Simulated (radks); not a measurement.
Values are calculated unless marked as measured or tabulated.
Mean orbital radii <r> (bohr) of the scandium ion Sc10+, [Ne] 3s1, at several levels of relativity; Dirac values are averaged over j with weights 2j + 1. Spin-unpolarised spherical Kohn-Sham, PBEsol, point nucleus unless stated (finite: rms radius 3.5459 fm), a radial shooting solver on a logarithmic mesh with Libxc functionals. A level marked "c x" has the speed of light scaled by that factor.

1s: non-rel. 0.07362; scalar-rel., finite nucleus 0.07306; Dirac, finite nucleus 0.07306; Dirac, c x 0.85 0.07284; change of magnitude, last against first (%) -1.05
2s: non-rel. 0.3422; scalar-rel., finite nucleus 0.3397; Dirac, finite nucleus 0.3395; Dirac, c x 0.85 0.3385; change of magnitude, last against first (%) -1.08
2p: non-rel. 0.3036; scalar-rel., finite nucleus 0.3026; Dirac, finite nucleus 0.3026; Dirac, c x 0.85 0.3022; change of magnitude, last against first (%) -0.44
3s: non-rel. 0.9132; scalar-rel., finite nucleus 0.9085; Dirac, finite nucleus 0.9083; Dirac, c x 0.85 0.9065; change of magnitude, last against first (%) -0.73
